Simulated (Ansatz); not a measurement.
A run for Ansatz (a quantum-chemistry and plane-wave program): R-revPBE/def2-TZVPPD on HBr (SMILES Br) with ghost functions. Files ending in .json are basis or fitting sets from the Basis Set Exchange.

Ansatz 0.2 input:
```yaml
crystal:
  periodic: [false, false, false]
  atoms:
    - {symbol: Br, position_ang: [-0.05220477, -0.03828097, 4.18425666]}
    - {symbol: H, position_ang: [-0.71373053, 0.02107189, 2.92086446]}
basis:
  gaussian:
    orbitals: def2-TZVPPD.json
    ghost_atoms:
      - {symbol: Si, position_ang: [0.21561361, -0.23727616, 0.01070586]}
      - {symbol: H, position_ang: [0.80358519, -1.54370942, 0.37642308]}
      - {symbol: H, position_ang: [-0.99321581, -0.00538389, 0.84144561]}
      - {symbol: H, position_ang: [-0.18081622, -0.23855966, -1.41453560]}
      - {symbol: H, position_ang: [1.18768323, 0.84669029, 0.26766979]}
hamiltonian:
  xc: {name: revPBE}
scf: {lower_state_search: off}
```

The head of its log:

```
WARN ansatz: RAYON_NUM_THREADS=1 ignored (pool sized by the plan → 1); use --threads N
Functional definition: revPBE
these checks for a lower state are left out or cut short: stability, starts, cluster_reference, orbital_swaps, neighbouring_geometries, increment
integrals: 0.10 GiB planned
989 factors; their error is unknown
mean field: 0.67 GiB planned
mean field evaluation 1: about -70056.6215 eV, gradient 9.8e0 eV
mean field evaluation 2: about -70056.6961 eV, gradient 6.4e0 eV
```

Task: Give the final energy of this run.

Result: -2574.5399 hartree.
